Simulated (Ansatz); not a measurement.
**CrF: shapes and states compared**

Computed with Ansatz's Gaussian-basis code (development build). Basis cc-pwCVTZ-DK on Cr, cc-pVTZ-DK on F, scalar X2C without spin–orbit coupling, 6 orbitals frozen in the corrections; active space CAS(11,9). Restricted Hartree–Fock, then the lowest state-specific CASSCF solution met for each case. Coupled cluster stands on the determinant that it favours, not always the lowest RHF. Single-reference values can break down or jump between states where bonds are stretched. Unlike active orbitals can shift such differences by tenths of an eV, at times by over 1 eV.

Case A, sextet: bond length 1.7840 Å.

Case B, sextet: bond length 2.0516 Å.

Case C, quartet: the shape of A.

Energy less that of case A, in eV:

```
case  RHF/ROHF  CASSCF  CCSD(T)
   B    +0.466  +0.433   +0.624
   C    +3.125  +0.961   +1.357
```

Problem. What does SC-NEVPT2 give for these differences?

Solution. B: +0.620 eV (14.3 kcal/mol); C: +1.124 eV (25.9 kcal/mol).

Problem. Which case is lowest, and do the methods agree?

Solution. A is lowest in SC-NEVPT2. Of the methods shown, RHF/ROHF, CASSCF, CCSD(T) agree.
